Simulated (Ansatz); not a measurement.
**How methods differ on GeH4 (SMILES [H][Ge]([H])([H])[H])**

GeH4: 5 atoms, total charge 0, spin state singlet. As SMILES, `[H][Ge]([H])([H])[H]`. Geometry: a GFN2-xTB relaxation, a rough one for these elements and not checked as a minimum.

```xyz
5

Ge    0.0001    0.0004   -0.0002
H     0.0115   -0.0181    1.4819
H     1.3949    0.0100   -0.5035
H    -0.7076    1.2140   -0.4736
H    -0.6989   -1.2063   -0.5046
```

Quantity: the energy change with the Ge1–H4 bond stretched from 1.482 to 3.706 Å, in eV. The values are calculated.

```
                       level                   kind  program  value (eV)  less FCI/STO-3G
      HF/STO-3G (restricted)           Hartree–Fock   Ansatz        9.93            +4.97
   SVWN5/STO-3G (restricted)                    LDA   Ansatz        7.29            +2.33
    BLYP/STO-3G (restricted)                    GGA   Ansatz        6.84            +1.88
     PBE/STO-3G (restricted)                    GGA   Ansatz        6.99            +2.03
   BHLYP/STO-3G (restricted)          global hybrid   Ansatz        8.56            +3.60
     MP2/STO-3G (restricted)    perturbation theory   Ansatz        6.62            +1.66
CCSDT(Q)/STO-3G (restricted)  coupled cluster or CI   Ansatz        4.96             0.00
                  FCI/STO-3G     exact in the basis   Ansatz        4.96             0.00
```

FCI/STO-3G is exact within its basis and frozen core, so for wave-function methods in that basis the difference is their error; functionals converge differently with the basis, so for them it is only a difference. Spin-restricted single references rise too steeply as a bond breaks, Hartree–Fock most of all. Perturbation and coupled-cluster corrections on them can overshoot downwards. All-electron rows without a relativistic Hamiltonian named are non-relativistic. The first shape isn't each level's own minimum. The values span 4.96 to 9.93 eV. All rows use very small basis sets, so even the best lies far from the true value. In the correlated wave-function rows the outer d shell of Ge is correlated, in sets not made for it.
